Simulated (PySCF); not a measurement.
**Simulated absorption spectrum**

Species: C4H8N2Si.
Numbering: `[CH3:1][c:2]1[cH:3][cH:4][n:5]([SiH3:6])[n:7]1` (hydrogens: H8, H9, H10 on C1; H11 on C3; H12 on C4; H13, H14, H15 on Si6)

Theory: TDDFT wB97X-D/def2-SVPD, vertical, gas phase, core orbitals frozen in the response (PySCF). Isolated species at its GFN2-xTB geometry, gas phase. GFN2-xTB frequencies show an imaginary mode (74i cm⁻¹), so this geometry is no minimum at that level.

Broadening: Gaussians 0.25 eV wide at half height, area fixed by f = 4.319×10⁻⁹ ∫ε dν̃. The cross-section is σ = 3.8235×10⁻²¹ ε cm², given in Mb (10⁻¹⁸ cm²). The width is an assumption, not a result. The curve ends short of the highest state used, and states not computed would add to its high-energy end.

```json
{"E (eV)": "6.10", "σ (Mb)": "0.12"}
{"E (eV)": "6.13", "σ (Mb)": "0.32"}
{"E (eV)": "6.16", "σ (Mb)": "0.78"}
{"E (eV)": "6.18", "σ (Mb)": "1.36"}
{"E (eV)": "6.21", "σ (Mb)": "2.90"}
{"E (eV)": "6.24", "σ (Mb)": "5.71"}
{"E (eV)": "6.27", "σ (Mb)": "10.38"}
{"E (eV)": "6.29", "σ (Mb)": "14.80"}
{"E (eV)": "6.32", "σ (Mb)": "23.57"}
{"E (eV)": "6.35", "σ (Mb)": "34.67"}
{"E (eV)": "6.37", "σ (Mb)": "42.90"}
{"E (eV)": "6.40", "σ (Mb)": "55.29"}
{"E (eV)": "6.43", "σ (Mb)": "65.88"}
{"E (eV)": "6.45", "σ (Mb)": "70.93"}
{"E (eV)": "6.48", "σ (Mb)": "74.41"}
{"E (eV)": "6.51", "σ (Mb)": "72.65"}
{"E (eV)": "6.53", "σ (Mb)": "68.95"}
{"E (eV)": "6.56", "σ (Mb)": "60.96"}
{"E (eV)": "6.59", "σ (Mb)": "52.05"}
{"E (eV)": "6.61", "σ (Mb)": "46.67"}
{"E (eV)": "6.64", "σ (Mb)": "40.50"}
{"E (eV)": "6.67", "σ (Mb)": "36.98"}
{"E (eV)": "6.69", "σ (Mb)": "35.88"}
{"E (eV)": "6.72", "σ (Mb)": "35.30"}
{"E (eV)": "6.75", "σ (Mb)": "34.83"}
{"E (eV)": "6.77", "σ (Mb)": "34.06"}
{"E (eV)": "6.80", "σ (Mb)": "31.79"}
{"E (eV)": "6.83", "σ (Mb)": "28.25"}
{"E (eV)": "6.85", "σ (Mb)": "25.44"}
{"E (eV)": "6.88", "σ (Mb)": "21.06"}
{"E (eV)": "6.91", "σ (Mb)": "17.08"}
{"E (eV)": "6.93", "σ (Mb)": "14.87"}
{"E (eV)": "6.96", "σ (Mb)": "12.26"}
{"E (eV)": "6.99", "σ (Mb)": "10.35"}
{"E (eV)": "7.01", "σ (Mb)": "9.33"}
{"E (eV)": "7.04", "σ (Mb)": "7.95"}
{"E (eV)": "7.07", "σ (Mb)": "6.60"}
{"E (eV)": "7.09", "σ (Mb)": "5.68"}
{"E (eV)": "7.12", "σ (Mb)": "4.32"}
{"E (eV)": "7.15", "σ (Mb)": "3.07"}
{"E (eV)": "7.17", "σ (Mb)": "2.35"}
{"E (eV)": "7.20", "σ (Mb)": "1.48"}
{"E (eV)": "7.23", "σ (Mb)": "0.87"}
{"E (eV)": "7.26", "σ (Mb)": "0.50"}
```

(1) Locate the maxima and give the states behind the curve.

(2) On this curve, what absorbance would a 10⁻³ mol/L sample give at 193 nm over a 1 cm path?

(3) Coming from long wavelengths, where does ε first pass 100 L mol⁻¹ cm⁻¹?

## Answers

(1) 191 nm (6.48 eV), ε about 19000, made up of S1 (98%) (ε in L mol⁻¹ cm⁻¹; maxima over ε = 5, shares over 10%). The states used: S1 6.48 eV (f 0.177); S2 6.65 eV (f 0.0055); S3 6.77 eV (f 0.074); S4 6.93 eV (f 0.0007); S5 7.01 eV (f 0.017); S6 7.61 eV (f 0.016); S7 7.68 eV (f 0.016); S8 7.86 eV (f 0.132).

(2) 193 nm is 6.424 eV, where ε is about 17000 L mol⁻¹ cm⁻¹, so A = ε c l ≈ 17 (Beer–Lambert, with the gas-phase spectrum and the assumed width).

(3) At about 202 nm (6.14 eV), 0.34 eV below S1.
